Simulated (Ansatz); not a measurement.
A structure relaxed at PBE-D4/def2-SVP in Ansatz, charge 1, doublet:

```xyz
20

In    4.148    1.711    3.035
In    1.956    2.578    0.716
In    0.161    3.432   -1.533
In   -2.087    3.730   -3.768
In    0.870    2.088    3.810
In   -1.003    1.954    1.129
In   -1.913    1.015   -1.673
In   -1.171   -0.275    3.197
In   -3.438    0.012    0.776
In   -4.216   -1.241    3.703
In    4.201    0.254    0.039
In    1.495    0.568   -1.584
In    0.122    1.365   -4.242
In    1.690   -0.474    1.861
In   -0.598   -1.230    0.196
In   -2.557   -3.118    1.715
In    2.290   -2.247   -0.719
In   -0.360   -1.569   -2.883
In   -0.943   -4.085   -0.836
In    1.353   -4.468   -2.939
```

**Question.** Give its formula.

**Answer.** In20⁺.

**Question.** Summarise the bond lengths by kind (pairs closer than 1.2 times the sum of covalent radii, bridged metal pairs left out).

**Answer.** 52 × In–In 2.93 to 3.39 Å.

In the def2 sets In takes a core potential; there is no spin–orbit coupling. Single mean-field runs in def2-SVP are fitted with def2-universal-jkfit. Another isomer (doublet) lies 0.62 eV lower at PBE0-D4/def2-TZVP; other spin states weren't run for this one.
